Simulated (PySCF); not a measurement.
Ionising SrS

PBE; PySCF, scalar-relativistic core potentials, basis sets Sr def2-SVP with ECP28, S def2-SVP. Neutral (UKS): singlet (closed shell), Re = 2.464 Å, ωe = 393 cm⁻¹, De = 3.92 eV, HOMO -3.94 eV, LUMO -2.75 eV.

SrS⁺ (UKS): doublet (π ↑), Re = 2.641 Å, ωe = 324 cm⁻¹, De = 2.94 eV to Sr⁺ + S. The energies at the minima are -428.61801 hartree for SrS and -428.37287 for SrS⁺.

Work out the adiabatic ionisation energy, without and with harmonic zero-point energies (1 hartree = 27.2114 eV, 1 eV = 8065.5 cm⁻¹), and the change of the bond length.

At PBE: 0.24514 hartree = 6.671 eV between the minima; the zero-point term (324.0 − 393.0)/2 cm⁻¹ = -0.004 eV makes it 6.666 eV. Re changes by +17.7 pm against the neutral. Minus the HOMO energy is 3.94 eV, -2.73 eV from the value between the minima; self-interaction puts the Kohn–Sham level too high, less so with exact exchange. The electron leaves a π orbital; in so polar a molecule the change of length follows mostly from the change of the ionic charges.

Spin–orbit coupling is left out. For an ion De counts to the pair picked by the measured ionisation energies or electron affinities, which need not be the lowest pair at this level. States were picked by a PBE0 search and need not be the measured ground states.
